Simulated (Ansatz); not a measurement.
Program: Ansatz. Geometries: PBE0-D4/def2-TZVP. ΔE: electronic, gas phase. CCSD(T)/CBS adds triple-zeta CCSD(T) − MP2 to the extrapolated MP2 energy (def2 sets, frozen cores). This one scheme is used for every species. Functionals use def2-TZVPP. One conformer a species, not always the lowest.

Reaction (silylene formation by 1,1-elimination): `N[SiH](O)[SiH2]O` → `O[SiH2]O` + `N[SiH]`

`N[SiH](O)[SiH2]O`:

```xyz
12

N     0.090    1.509    1.345
Si    0.663    0.238    0.361
O     1.112    0.626   -1.197
Si   -1.035   -1.292   -0.167
O    -0.843   -1.688   -1.761
H    -0.804    1.949    1.206
H     0.685    2.035    1.961
H     1.860   -0.274    1.086
H     1.871    1.197   -1.328
H    -0.985   -2.534    0.649
H    -2.371   -0.668    0.070
H    -0.243   -1.097   -2.226
```

`O[SiH2]O`:

```xyz
7

O     0.203   -0.319   -1.400
Si    0.334   -0.155    0.228
O    -0.923    0.654    0.908
H    -0.510   -0.862   -1.738
H     0.317   -1.471    0.908
H     1.610    0.573    0.411
H    -1.031    1.579    0.684
```

`N[SiH]`:

Z-matrix (Å, degrees):
```
N
Si 1 1.707
H 1 1.008 2 126.3
H 1 1.008 2 121.7 3 -180.0
H 2 1.532 1 94.1 3 -0.0
```

```
         level  ΔE (kJ/mol)
           PBE        135.7
CCSD/CBS(def2)        135.1
```

Task: What does CCSD(T)/CBS give? (Estimate.)

Result: Ansatz gave: +137.6 kJ/mol. The listed levels differ from it by -1.9, -2.5 kJ/mol.

Largest T1 diagnostic among the species: 0.015.

Leaving LDA and LC-ωPBE aside and taking each functional with its dispersion term where it has one, the values, not all of them listed here, spread over 32.7 kJ/mol, from BLYP-D4 to r2SCAN0-D4. LDA lies +31.4 kJ/mol from PBE without D4. In def2-TZVPP, CCSD(T) changes the Hartree–Fock value by +13.3 kJ/mol (the triples alone add +2.5 kJ/mol) and MP2 by +23.6 kJ/mol.

CCSD(T)/CBS has its own doubt, a few kJ/mol and more with outer-core shells, so smaller differences from it don't rank the levels.
